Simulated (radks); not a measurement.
Values are calculated unless marked as measured or tabulated.
Task: These are the eigenvalues of the occupied orbitals of an atom or ion with whole-number occupations (Ry). Level of theory: scalar-relativistic Kohn-Sham, r2SCAN, spin-polarised, spherical densities, finite nucleus; meta-GGA in the generalised Kohn-Sham scheme; Fermi nuclear charge, rms radius of each element as measured or else 0.836 A^(1/3) + 0.57 fm (a radial shooting solver on a logarithmic mesh with Libxc functionals).

orbital  eigenvalue
1s up     -3692.140
1s down   -3692.130
2s up     -615.1053
2s down   -615.1042
2p up     -547.6533
2p down   -547.6467
3s up     -140.7226
3s down   -140.4858
3p up     -119.7165
3p down   -119.4778
3d up     -91.95643
3d down   -91.76910
4s up     -32.55767
4s down   -32.00055
4p up     -25.58133
4p down   -25.02442
4d up     -15.88779
4d down   -15.32619
5s up      -8.06063
5s down    -7.71053
5p up      -6.18100
5p down    -5.89795
4f up      -5.33127

Which element is it, and in what charge state? The configuration may be excited. Open shells, if any, are filled with parallel spins first.

Result: Z = 64, gadolinium, charge +5: Gd5+ in [Kr] 4d10 4f6 5s2 5p5. The list shows which subshells hold electrons but not how many an open one holds; the 1s level, -1846.1 hartree, gives Z - s = 60.8 by -(Z - s)^2/2, which with screening and relativity narrows Z to a few neighbours, and the depths of the outer levels then fix element, charge and occupations together.
